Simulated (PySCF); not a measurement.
IIn, SMILES [In][I] (connectivity only; charge and spin as stated), charge +1, multiplicity 2.

Geometry optimised at PBE-D3(BJ)/def2-TZVP. The multiplicity is an assumed one; other spin states were not compared. The def2 effective core potentials stand for the cores of I, In; spin–orbit coupling is left out.

These are PBE-D3(BJ)/def2-TZVP run with PySCF values and carry that method's errors.

Frequencies are harmonic and unscaled.

Computed normal modes with their intensities:
| mode | ν (cm⁻¹) | IR (km/mol) | moving atoms (share of kinetic energy) |
|---|---|---|---|
| 1 | 82 | 15.1 | In 52 %, I 48 % |
